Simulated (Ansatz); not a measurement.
The input (input.yaml):

```yaml
crystal:
  periodic: [false, false, false]
  atoms:
    - { symbol: "N", position_ang: [-0.8905, 0.3214, -0.9241] }
    - { symbol: Sb, position_ang: [-0.1288, 0.0505, 0.9652] }
    - { symbol: O, position_ang: [1.2036, -1.2499, 0.2159] }
    - { symbol: H, position_ang: [-1.4627, -0.453, -1.1506] }
    - { symbol: H, position_ang: [-1.5782, 1.1797, -0.8743] }
    - { symbol: H, position_ang: [0.9826, 1.4229, 0.7671] }
    - { symbol: H, position_ang: [1.9353, -1.3396, 0.9552] }
basis:
  gaussian: { orbitals: def2-SVPD }
hamiltonian:
  xc: pbe
relax:
  f_tol: 0.015
  max_steps: 40
```

Launched with:

```bash
$ ansatz run input.yaml --threads 2 --pin off --max-ram 3072MiB --backend cpu --events-out ev --progress --plain --runs-dir out
```

Hardware: 2 threads of Intel(R) Xeon(R) Platinum 8488C (Sapphire Rapids), with other jobs on the host.

Problem. Roughly how long does this run take, and how much memory?

Solution. 30 s, with a peak of 0.15 GiB, for 21 ionic steps.
